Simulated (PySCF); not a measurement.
# Vibration and rotation of LiCa

revPBE constants of LiCa, ²Σ⁺ (doublet), unpaired electrons σ ↑ (PySCF, no relativity, basis sets Li aug-pcseg-1, Ca aug-pcseg-1; masses 7.0160 and 39.9626 u):

- ωe: 202.7 cm⁻¹
- ωexe: 2.36 cm⁻¹
- Be: 0.24155 cm⁻¹
- αe: 0.00346 cm⁻¹
- D (centrifugal): 1.37e-06 cm⁻¹
- De to Li + Ca: 0.409 eV

Give the vibrational terms G(v) and spacings up to v = 6.

G(v) = ωe(v+½) − ωexe(v+½)².

```
v  G(v) (cm⁻¹)  G(v) − G(v−1)  Bv (cm⁻¹)
0        100.8                    0.2398
1        298.7          198.0     0.2364
2        492.0          193.3     0.2329
3        680.5          188.5     0.2294
4        864.4          183.8     0.2260
5       1043.5          179.1     0.2225
6       1217.8          174.4     0.2191
```

How well does the Morse estimate ωe²/(4ωexe) reproduce De, and what is D0?

It gives 0.540 eV, 132 % of the computed De. D0 = De − G(0) = 0.409 − 0.012 = 0.397 eV.

The state is the lowest determinant that a PBE0 search found; another state may lie lower at other levels.
